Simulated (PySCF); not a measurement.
## Relaxation of singlet [SbCl4]+

Method: PySCF, PBE0, basis Sb def2-TZVP with ECP28, Cl def2-TZVP (scalar-relativistic core potentials, no spin–orbit coupling, density fitting). A (50,194) grid was used.

A hand-made square planar start, of D4h symmetry, held to at least that symmetry:

```xyz
5
charge 1 multiplicity 1, angstrom
Sb    0.0000    0.0000    0.0000
Cl    2.3422    0.0000    0.0000
Cl    0.0000    2.3422    0.0000
Cl   -2.3422    0.0000    0.0000
Cl    0.0000   -2.3422    0.0000
```

Question: What forces act on the atoms at the start (eV/Å)?

Answer: 
```csv
atom,Fx,Fy,Fz
Sb1,0.00,0.00,0.00
Cl2,-0.99,0.00,0.00
Cl3,0.00,-0.99,0.00
Cl4,0.99,0.00,0.00
Cl5,0.00,0.99,0.00
```

Question: What does it relax to?

Answer: It ends at D4h with Sb–Cl 2.279 Å (×4); Cl–Sb–Cl 90.0° (×4), Cl–Sb–Cl 180.0° (×2). A frequency run shows 1 imaginary mode, down to 105i cm⁻¹, so it is a saddle point. Other isomers or separated fragments may lie lower.

Question: How much energy is released, and in how many steps?

Answer: 12.8 kJ/mol in 3 steps.
